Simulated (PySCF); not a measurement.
An unknown is described by computed data only.

Formula: C6H8F; charge +1.

| Item | Value |
| --- | --- |
| Rotational structure | rotational constants A, B, C: 4.338, 1.689, 1.450 GHz [PBE0-D3(BJ)/def2-SVP] |
| UV, first state | lowest singlet excitation: 2.92 eV (425 nm, f = 0.001) [TDDFT B3LYP/def2-SVPD] |
| UV, strongest line | among the 10 lowest singlet transitions: S3 at 4.36 eV (284 nm, f = 0.173) [TDDFT B3LYP/def2-SVPD] |
| Polarisability | 72.9 au [B3LYP/def2-SVPD] |
| Valence photoelectron | vertical ionisation energy: 15.91 eV [ΔSCF B3LYP/def2-SVPD] |
| 13C NMR | chemical shifts (computed TMS as zero) by class: 260.8 (1 C), 198.2 (1 C), 106.8 (1 C), 92.9 (1 C), 65.4 (1 C), 54.6 (1 C) ppm [GIAO KT3/pcSseg-2] |
| 1H NMR | chemical shifts (computed TMS as zero) by class: 10.58 (1 H), 5.20 (2 H), 4.18 (2 H), 4.04 (3 H) ppm [GIAO KT3/pcSseg-2] |
| NMR, other nuclei | isotropic shieldings of nuclei other than C and H, by class: 346 (1 F) ppm [GIAO KT3/pcSseg-2] |

Electronic properties: PySCF, gas phase, density fitting. Levels stand in brackets. Isolated species at its PBE0-D3(BJ)/def2-SVP geometry (one conformer only). NMR values are class means; diastereotopic atoms form classes of their own.

Question: Give a SMILES that accounts for the data.

Answer: Numbering: `[CH:1]#[C:2][C+:3]([CH3:4])[CH2:5][CH2:6][F:7]`. 6 carbons fall into 6 classes; from least to most shielded: carbon bonded to 3 C [C3] (260.8 ppm), carbon bonded to C and H [C1] (198.2 ppm), carbon bonded to 2 C [C2] (106.8 ppm), sp3 C–F carbon [C6] (92.9 ppm), chain CH2 carbon [C5] (65.4 ppm), methyl carbon [C4] (54.6 ppm). Hydrogen classes from least to most shielded: 1 H on a carbon bonded to C and H, C1 (10.58 ppm), 2 H on an sp3 C–F carbon, C6 (5.20 ppm, a mean of values up to 0.8 ppm apart in this geometry), 2 H on a chain CH2 carbon, C5 (4.18 ppm), 3 H on a methyl carbon, C4 (4.04 ppm). The other shieldings belong to: 346 ppm, alkyl fluorine [F7]. S1 is mainly HOMO→LUMO (weight 0.95); the largest Löwdin shares of the orbital it empties are 0.40 on the carbon bonded to C and H, 0.34 on the carbon bonded to 2 C, 0.05 on the carbon bonded to 3 C and 0.05 on the chain CH2 carbon, of the orbital it fills 0.36 on the carbon bonded to 3 C, 0.24 on the carbon bonded to C and H, 0.12 on the carbon bonded to 2 C and 0.07 on the methyl carbon. The optimised geometry has point group C1 and is an asymmetric top. Structure: `C#C[C+](C)CCF`. The assignments are read from this structure; whether some other isomer fits the data as well wasn't checked.

Shape of the structure used: `[CH:1]#[C:2][C+:3]([CH3:4])[CH2:5][CH2:6][F:7]`: C2–C3–C5–C6 91°, C3–C5–C6–F7 60°.
